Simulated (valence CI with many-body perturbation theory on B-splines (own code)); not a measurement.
**E1 line list for Zr³³⁺**

Computed by valence CI with perturbative core correlation (CI+MBPT): five valence electrons over a frozen Dirac-Fock core [He], radial functions for each j: 11 s, 11 p, 10 d, 8 f, 5 g, 2 h, with the one-electron correlation potential Σ1, the two-electron term Σ2, the three-electron term Σ3, Breit, model QED; selected CI, second order for the rest, scaled by the run's own slope (own B-spline code, finite nucleus).

No measured spectrum was set against this ion. As an estimate, large intervals hold to a few tenths of a per cent, small ones and those within an open d or f shell to about a per cent. Among the levels kept, up to 10000 cm⁻¹ of a level comes from second order outside the variational space, and about a tenth of that is noise between levels of different J, which matters for small intervals.

Lines 101 to 150 of 595 in falling wavelength, among levels below 2922.8 eV, chosen from the strongest by gf and those to the six lowest levels. Wavelengths and rates use the calculated energies. Electric multipoles are in the length gauge, E1 and E2 with the static RPA response of the core. Weak lines are less certain than strong ones. Lines between different terms over intervals too small for the method are left out, as are lines whose strength nearly cancels. The highest levels of a list are the least certain.

Levels are named by their leading jj configuration (3d3/2^4 stands for four electrons in 3d with j = 3/2), which in mixed levels can hold well under half, so a name can repeat and another be missing. Letters in brackets count levels of one name in rising energy.

```csv
λ vac (nm),Upper,Lower,A (s⁻¹),S (a.u.)
17.48,(2s^2 2p3/2^2 3p3/2) J=7/2,(2s^2 2p3/2^2 3s) J=5/2,1.33e+10,2.80e-01
17.47,(2s^2 2p1/2 2p3/2 3p3/2) J=5/2 [a],(2s^2 2p1/2 2p3/2 3s) J=3/2 [a],1.27e+10,2.01e-01
17.47,(2s 2p1/2 2p3/2^2 3d3/2) J=3/2 [b],(2s 2p1/2 2p3/2^2 3p1/2) J=5/2 [b],8.21e+09,8.65e-02
17.43,(2s 2p3/2^3 3p3/2) J=7/2,(2s 2p3/2^3 3s) J=5/2,1.41e+10,2.96e-01
17.40,(2s 2p3/2^3 3p3/2) J=3/2 [b],(2s 2p3/2^3 3s) J=1/2,7.33e+09,7.62e-02
17.38,(2s 2p1/2 2p3/2^2 3d5/2) J=5/2 [b],(2s 2p1/2 2p3/2^2 3p3/2) J=3/2 [b],4.40e+09,6.84e-02
17.36,(2s 2p3/2^3 3p3/2) J=3/2 [b],(2s 2p3/2^3 3s) J=3/2 [b],5.45e+09,5.63e-02
17.36,(2s^2 2p1/2 2p3/2 3p3/2) J=7/2,(2s^2 2p1/2 2p3/2 3s) J=5/2,1.45e+10,2.99e-01
17.32,(2s 2p1/2^2 2p3/2 3p3/2) J=7/2,(2s 2p1/2^2 2p3/2 3s) J=5/2,1.64e+10,3.36e-01
17.31,(2s 2p1/2 2p3/2^2 3p3/2) J=9/2,(2s 2p1/2 2p3/2^2 3s) J=7/2,1.66e+10,4.26e-01
17.29,(2s 2p1/2^2 2p3/2 3d3/2) J=5/2 [a],(2s 2p1/2^2 2p3/2 3p1/2) J=5/2,6.16e+09,9.42e-02
17.27,(2s 2p1/2 2p3/2^2 3p3/2) J=5/2 [a],(2s 2p1/2 2p3/2^2 3s) J=5/2 [a],6.10e+09,9.31e-02
17.23,(2s 2p1/2 2p3/2^2 3d5/2) J=7/2 [a],(2s 2p1/2 2p3/2^2 3p1/2) J=5/2 [a],3.40e+09,6.86e-02
17.21,(2s 2p1/2 2p3/2^2 3p3/2) J=5/2 [e],(2s 2p1/2 2p3/2^2 3s) J=3/2 [d],1.36e+10,2.05e-01
17.13,(2s^2 2p1/2 2p3/2 3p3/2) J=3/2 [b],(2s^2 2p1/2 2p3/2 3s) J=3/2 [b],7.69e+09,7.64e-02
17.13,(2s 2p1/2 2p3/2^2 3p3/2) J=7/2 [b],(2s 2p1/2 2p3/2^2 3s) J=7/2,6.82e+09,1.35e-01
17.11,(2s 2p1/2^2 2p3/2 3d3/2) J=7/2,(2s 2p1/2^2 2p3/2 3p1/2) J=5/2,8.88e+09,1.76e-01
17.07,(2s 2p1/2 2p3/2^2 3p3/2) J=7/2 [a],(2s 2p1/2 2p3/2^2 3s) J=5/2 [a],1.24e+10,2.44e-01
17.05,(2s 2p1/2 2p3/2^2 3d5/2) J=5/2 [a],(2s 2p1/2 2p3/2^2 3p3/2) J=5/2 [a],3.20e+09,4.70e-02
17.04,(2s^2 2p3/2^2 3d3/2) J=5/2,(2s^2 2p3/2^2 3p1/2) J=5/2,4.96e+09,7.27e-02
16.96,(2s 2p1/2 2p3/2^2 3d5/2) J=7/2 [b],(2s 2p1/2 2p3/2^2 3p3/2) J=7/2 [b],3.39e+09,6.52e-02
16.92,(2s 2p1/2 2p3/2^2 3p3/2) J=5/2 [d],(2s 2p1/2 2p3/2^2 3s) J=3/2 [c],8.47e+09,1.21e-01
16.90,(2s 2p1/2^2 2p3/2 3p3/2) J=3/2 [b],(2s 2p1/2^2 2p3/2 3s) J=3/2 [b],5.04e+09,4.80e-02
16.86,(2s^2 2p1/2 2p3/2 3p3/2) J=3/2 [a],(2s^2 2p1/2 2p3/2 3s) J=1/2,7.39e+09,6.99e-02
16.85,(2s 2p1/2^2 2p3/2 3d3/2) J=5/2 [a],(2s 2p1/2^2 2p3/2 3p1/2) J=3/2 [a],5.21e+09,7.38e-02
16.83,(2s 2p1/2 2p3/2^2 3d5/2) J=5/2 [c],(2s 2p1/2 2p3/2^2 3p1/2) J=3/2 [b],5.40e+09,7.62e-02
16.83,(2s^2 2p1/2 2p3/2 3d3/2) J=3/2 [b],(2s^2 2p1/2 2p3/2 3p1/2) J=3/2 [b],5.35e+09,5.03e-02
16.69,(2s 2p1/2 2p3/2^2 3p3/2) J=3/2 [c],(2s 2p1/2 2p3/2^2 3s) J=1/2 [a],1.48e+10,1.36e-01
16.68,(2s 2p1/2^2 2p3/2 3d3/2) J=3/2 [a],(2s 2p1/2^2 2p3/2 3p1/2) J=3/2 [a],9.32e+09,8.54e-02
16.67,(2s 2p1/2 2p3/2^2 3p3/2) J=5/2 [d],(2s 2p1/2 2p3/2^2 3s) J=5/2 [c],5.70e+09,7.82e-02
16.62,(2s 2p1/2^2 2p3/2 3d3/2) J=1/2 [a],(2s 2p1/2^2 2p3/2 3p1/2) J=3/2 [a],1.24e+10,5.64e-02
16.54,(2s 2p1/2 2p3/2^2 3d3/2) J=9/2,(2s 2p1/2 2p3/2^2 3p1/2) J=7/2,5.94e+09,1.33e-01
16.53,(2s 2p3/2^3 3p3/2) J=1/2,(2s 2p3/2^3 3s) J=3/2 [a],1.01e+10,4.49e-02
16.43,(2s^2 2p3/2^2 3p3/2) J=3/2 [b],(2s^2 2p3/2^2 3s) J=1/2,1.37e+10,1.20e-01
16.38,(2s^2 2p1/2^2 3p3/2) J=3/2,(2s^2 2p1/2^2 3s) J=1/2,1.72e+10,1.50e-01
16.38,(2s 2p1/2 2p3/2^2 3p3/2) J=3/2 [f],(2s 2p1/2 2p3/2^2 3s) J=1/2 [c],8.19e+09,7.10e-02
16.35,(2s^2 2p3/2^2 3d3/2) J=3/2 [a],(2s^2 2p3/2^2 3p1/2) J=3/2,8.28e+09,7.14e-02
16.33,(2s 2p1/2 2p3/2^2 3d3/2) J=3/2 [a],(2s 2p1/2 2p3/2^2 3p1/2) J=3/2 [a],6.14e+09,5.27e-02
16.32,(2s 2p1/2 2p3/2^2 3p1/2) J=5/2 [c],(2s 2p1/2 2p3/2^2 3s) J=5/2 [b],8.67e+09,1.12e-01
16.31,(2s 2p1/2^2 2p3/2 3d3/2) J=5/2 [b],(2s 2p1/2^2 2p3/2 3p1/2) J=3/2 [b],1.29e+10,1.66e-01
16.28,(2s^2 2p3/2^2 3d3/2) J=5/2,(2s^2 2p3/2^2 3p1/2) J=3/2,4.55e+09,5.81e-02
16.27,(2s^2 2p1/2 2p3/2 3d3/2) J=5/2 [a],(2s^2 2p1/2 2p3/2 3p1/2) J=3/2 [a],9.89e+09,1.26e-01
16.25,(2s 2p1/2 2p3/2^2 3d3/2) J=7/2 [c],(2s 2p1/2 2p3/2^2 3p3/2) J=5/2 [b],4.77e+09,8.08e-02
16.22,(2s 2p1/2 2p3/2^2 3d3/2) J=5/2 [a],(2s 2p1/2 2p3/2^2 3p1/2) J=3/2 [a],3.95e+09,4.99e-02
16.20,(2s 2p1/2 2p3/2^2 3p3/2) J=3/2 [a],(2s 2p1/2 2p3/2^2 3s) J=3/2 [a],1.38e+10,1.15e-01
16.17,(2s^2 2p3/2^2 3d3/2) J=7/2,(2s^2 2p3/2^2 3p1/2) J=5/2,1.08e+10,1.80e-01
16.15,(2s 2p1/2^2 2p3/2 3d3/2) J=3/2 [b],(2s 2p1/2^2 2p3/2 3p1/2) J=1/2,6.90e+09,5.74e-02
16.13,(2s^2 2p1/2 2p3/2 3d3/2) J=7/2,(2s^2 2p1/2 2p3/2 3p1/2) J=5/2,1.01e+10,1.68e-01
16.11,(2s 2p1/2 2p3/2^2 3d3/2) J=3/2 [c],(2s 2p1/2 2p3/2^2 3p1/2) J=1/2 [a],1.16e+10,9.59e-02
16.04,(2s 2p1/2 2p3/2^2 3p3/2) J=3/2 [e],(2s 2p1/2 2p3/2^2 3s) J=3/2 [c],9.04e+09,7.37e-02
```
